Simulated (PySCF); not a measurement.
## Ti: ionisation energy

Ti [Ar] 3d2 4s2 (3F) → Ti⁺ [Ar] 3d2 4s1 (4F), as a difference of total energies. Calculation: PySCF 2.14, in jorge-TZP-DKH; scalar relativity by spin-free X2C-1e. Correlated levels: valence and next inner shell: [Ne] frozen. The calculations carry no spin-orbit coupling.

Problem. Order these methods by the ionisation energy they give, lowest first.
A. CCSD (valence and next inner shell)
B. MP2 (valence and next inner shell)
C. SCS-MP2 (valence and next inner shell)
D. UHF

Solution. D (5.556 eV), B (6.502 eV), C (6.584 eV), A (6.626 eV).

Errors of the correlated levels include the incompleteness of this basis and the frozen core.

For comparison: 6.828 eV (measured; NIST levels, between the centres of gravity of the two terms).
